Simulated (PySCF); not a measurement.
**Computed structure and properties of [Eu(H2O)]3+**

System: [Eu(H2O)]3+ (singlet in the valence; each metal's 4f electrons, 6 of them, lie in its core potential, out of spins and levels); start: template (C2v). Method: PySCF 2.14.0, RKS B3LYP, Eu lcecp-1-SVP with ECP52, O def2-SVP, H def2-SVP; non-relativistic Hamiltonian with scalar-relativistic core potentials where named; density fitting; no spin-orbit coupling.

Input of the relaxation:

```python
mol = gto.M(atom='''
Eu     0.00000     0.00000    -0.26879
O      0.00000     0.00000     2.21621
H      0.77000    -0.00000     2.80621
H     -0.77000     0.00000     2.80621''',
    basis={'Eu': 'lcecp-1-SVP', 'O': 'def2-SVP', 'H': 'def2-SVP'},
    ecp={'Eu': 'lcecp-1-SVP'},
    charge=3, spin=0)
mf = dft.RKS(mol, xc='B3LYP')
mf.grids.atom_grid = (50, 194)  # f atoms: unpruned, at least (60, 302)
mf = mf.density_fit()  # fitting sets: Eu AutoAux, O def2-universal-JKFIT, H def2-universal-JKFIT
mf.conv_tol = 1e-08; mf.max_cycle = 55
mf.kernel(dm0)  # dm0: converged density of the start geometry
# quasi-Newton relaxation in Cartesian coordinates to a largest gradient under 0.00045 Eh/bohr, steps kept in the point group
```

Run from Python with OMP_NUM_THREADS=2; the lines above give its settings. Where DIIS fails, smearing, a level shift and second-order steps follow.
It took 6.3 s on 2 threads of Arm Neoverse V1 (shared host), from the converged density of the start.

Course of the relaxation:

| step | energy above end (eV) | largest force component within the symmetry (eV/Å) |
| --- | --- | --- |
| 0 | 0.3179 | 3.246 |
| 1 | 0.1468 | 1.480 |
| 2 | 0.0149 | 0.983 |
| 3 | 0.0034 | 0.359 |
| 4 | 0.0001 | 0.034 |
| 5 | 0.0000 | 0.003 |

Relaxed geometry (C2v):

```xyz
4

Eu    0.0000    0.0000   -0.0947
O     0.0000    0.0000    2.1307
H     0.7824    0.0000    2.7619
H    -0.7824    0.0000    2.7619
```

| contact | Å |
| --- | --- |
| Eu1–O2 (H2O) | 2.225 |

On the finer grid (75, 302):

| Property | Result |
| --- | --- |
| HOMO | -27.59 eV |
| LUMO | -20.92 eV |
| Dipole about the centre of mass | 3.08 D |
| Set of Mulliken populations of Eu1 outside the core potential | s 2.05, p 6.05, d 0.33, f 0.02 |
| D3(BJ) dispersion energy (not in the energies) | -0.084 eV |

| atom | Mulliken (e) | Löwdin (e) | spin (e) |
| --- | --- | --- | --- |
| Eu1 | 2.55 | 2.45 | 0.00 |
| O2 | -0.29 | 0.06 | 0.00 |
| H3 | 0.37 | 0.25 | 0.00 |
| H4 | 0.37 | 0.25 | 0.00 |

The 4f levels lie in the core potential and are missing. Their spin isn't counted.

On the grid (50, 194), as all that follows. Harmonic modes: a minimum; lowest 456 cm⁻¹ (negative: unstable), highest 3359 cm⁻¹, zero-point energy 0.634 eV.

Taking off one H2O (charge 0, singlet; the rest: singlet) in vacuum, both parts rigid, costs 5.06 eV; the small basis without counterpoise inflates it. Parting with an electron moved from the ligand to the metal can be far cheaper, even downhill.

Rigid scan of H2O along the line from its metal:

distance to O2 (Å), energy (eV) and a bar:
```
     1.93      0.873 ##############################
     2.03      0.332 ###########
     2.13      0.071 ##
     2.23      0.000 
     2.33      0.054 ##
     2.43      0.188 ######
     2.63      0.582 ####################
```

One start shape was tried, so this needn't be the lowest isomer.

An lcecp potential fixes the number of 4f electrons, so in runs with it no electron can move into or out of that shell.
